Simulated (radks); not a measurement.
Task: The zinc ion Zn2+, [Ar] 3d10. All-electron calculation, non-relativistic Kohn-Sham, exchange-only B88, spin-polarised, spherical densities, point nucleus. Program: a radial shooting solver on a logarithmic mesh with Libxc functionals. Every spin shell is full or empty, so the densities are truly spherical. Functionals are evaluated on that one density, not self-consistently. Rank these exchange functionals by their error against the exact value of the orbitals, and give that value: LDA, B88, PBEsol, revPBE, RPBE, PW91, PW86, AM05, B86b, G96, EV93, MS2, Tao-Mo, MVS.

Result: Exact: -69.1175 hartree. From best to worst, with 100 (|E| - |E exact|)/|E exact| (equal figures are ties): revPBE +0.06, RPBE +0.15, MS2 -0.15, MVS +0.18, PW91 +0.27, B88 +0.33, B86b +0.34, Tao-Mo -0.35, PW86 +0.40, EV93 +0.47, G96 +0.56, PBEsol -2.45, AM05 -5.20, LDA -5.75.
